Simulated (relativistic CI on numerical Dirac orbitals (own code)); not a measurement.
# Hyperfine structure of Pd³⁹⁺, mass number 105

Calculated at this level of theory: Dirac-Coulomb-Breit CI, KLI orbitals optimised for each configuration, model QED (radiative potential, 1s self-energy scaled to tabulated hydrogen-like ionisation energies), unscaled Slater integrals (own radial code, finite nucleus).

Configuration list (outside the closed core 1s2): 2s2 2p3, 2s 2p4, 2p5, 2p4 3s, 2p4 3p, 2p4 3d, 2s2 2p2 3s, 2s2 2p2 3p, 2s2 2p2 3d, 2s 2p3 3s, 2s 2p3 3p, 2s 2p3 3d, 2s2 2p2 4s, 2s2 2p2 4p, 2s2 2p2 4d, 2s2 2p2 4f. Levels of other configurations are missing.

Nuclear spin I = 5/2, μ = -0.642 μN, Q = 0.66 b (tables of Stone and Pyykkö). The electronic factors are computed for point nuclear moments, without core polarisation or the Bohr-Weisskopf and QED corrections.

| Level | E (Ry) | A (GHz) | B (GHz) |
| --- | --- | --- | --- |
| 2s2 2p3 2D°_5/2 | 12.4764 | -93.29 | -0.667 |
| 2s2 2p3 2P°_1/2 | 14.2501 | -280 |  |
| 2s 2p4 4P_5/2 | 24.0495 | -213 | 93.7 |
| 2s2 2p3 2P°_3/2 | 25.4879 | -48.63 | -242 |
| 2s 2p4 2S_1/2 | 28.0635 | -833.2 |  |
| 2s 2p4 4P_3/2 | 36.6708 | -187.9 | -172 |
| 2s 2p4 2D_5/2 | 38.6736 | -262.4 | -317 |
| 2s 2p4 2P_1/2 | 40.7136 | 207.6 |  |

Levels with J = 0, under 50 % of one LS term, or S terms without an open s electron are left out. Small factors come from cancelling terms and can be off by tens of per cent or more.

At this charge energies of transitions that change n are usually good to better than 1 %, and those within a shell (Δn = 0) to a few per cent.

(1) Give the hyperfine levels of 2s2 2p3 2P°_1/2 relative to its centre of gravity.

Answers

(1) With K = F(F + 1) − I(I + 1) − J(J + 1), E = AK/2: F = 2: 490.1, F = 3: -350 GHz.

LS names give the leading component of a level, which can be under half, so a name can repeat, a term be missing and a line seem to break the LS rules.
